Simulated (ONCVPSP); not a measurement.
## Configuration tests for Gd (Z = 64) (ONCV)

gadolinium (Gd), optimised norm-conserving Vanderbilt (ONCV), made with ONCVPSP 4.0.1 (PBE, scalar-relativistic). Core [Kr] 4d10, reference 4f7 5s2 5p6 5d1 6s1.5 6p0.5. Waves: 5s+6s: rc 2.30 bohr, ncon 4, nbas 7, qcut 6.7 1/bohr, 2 projectors; 5p+6p: rc 2.30 bohr, ncon 4, nbas 8, qcut 5.7 1/bohr, 2 projectors; 5d: rc 2.45 bohr, ncon 4, nbas 7, qcut 4.2 1/bohr, 1 projector; 4f: rc 0.85 bohr, ncon 4, nbas 9, qcut 24 1/bohr, 3 projectors, debl 3.4 Ha. Local part: polynomial inside 0.60 bohr (lpopt 5, dvloc0 0 Ha). Core correction: none.

Energies are relative to the spin-unpolarised reference configuration 4f7 5s2 5p6 5d1 6s1.5 6p0.5; without spin polarisation the order of configurations can differ from experiment.

| valence configuration | charge | ΔE all-electron (eV) | error AE − PS (meV) |
| --- | --- | --- | --- |
| 4f7 5s2 5p6 5d1 6s2 6p0 | 0 | -1.415 | +0.3 |
| 4f7 5s2 5p6 5d1 6s1 6p0 | +1 | 5.230 | -1.5 |
| 4f7 5s2 5p6 5d1 6s0 6p1 | +1 | 8.806 | -2.3 |

(1) What are ΔE and the potential's error for 4f7 5s2 5p6 5d1 6s0 6p0?

Note: ghosts flagged at negative energy: s at -918.9 eV, p at -413.8 eV, d at -128.7 eV; GHOST(+) flagged for s at 34.9 eV. A true bound ghost makes a file unfit for plane-wave use.

Answers

(1) ΔE = 17.330 eV all-electron; the error (AE − PS) is -5.0 meV.
